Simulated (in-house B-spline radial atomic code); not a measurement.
Sb³⁺. Computed with a B-spline radial atomic code. Model: all-electron spherical atom, spin shells full or empty, radial basis limit, no spin-orbit coupling, Breit or QED, empty-state partial waves extrapolated as (l+1/2)^-4, RPA, G0W0 and static COHSEX of the highest shell as one setting changes (uncorrelated shells keep exact exchange).

Given: element Sb; charge 3; filled core Kr; hamiltonian one-electron scalar X2C; mean-field start Hartree-Fock; highest l of empty states 9; nuclear rms radius 4.6802 fm; highest mean-field shell 5s.

Shell: 4d 5 5, 5s 1 1 (electrons up and down).

```
lowest nl shells left uncorrelated  RPA correlation energy (hartree)  G0W0 level (eV)  G0W0 minus most complete (meV)  COHSEX level (eV)  removal by RPA minus most complete (meV)
                                 0                           -3.5435          -43.862                               0            -45.436                                         0
                                 1                           -3.3692          -43.861                             0.2            -45.436                                      -0.1
                                 2                           -3.1791          -43.864                            -2.2            -45.441                                       2.8
                                 3                           -2.6356          -43.861                             0.6            -45.434                                       1.6
                                 4                           -2.4625          -43.873                           -11.8             -45.46                                      14.2
                                 5                           -1.9518          -43.865                              -3            -45.449                                       9.1
                                 6                                 ?                ?                               ?                  ?                                         ?
                                 7                           -1.0115          -43.864                            -2.7            -45.467                                      17.6
                                 8                                 ?                ?                               ?                  ?                                         ?
                                 9                         -0.047777          -42.875                           986.9            -44.019                                   -1069.1
```

Problem. What follows for lowest nl shells left uncorrelated = 6?

Solution. RPA correlation energy -1.1543 hartree; G0W0 level -43.808 eV; G0W0 minus most complete 53.5 meV; COHSEX level -45.363 eV; removal by RPA minus most complete -27.7 meV.

Problem. What follows for lowest nl shells left uncorrelated = 8?

Solution. RPA correlation energy -0.60892 hartree; G0W0 level -43.79 eV; G0W0 minus most complete 72 meV; COHSEX level -45.356 eV; removal by RPA minus most complete -80.4 meV.
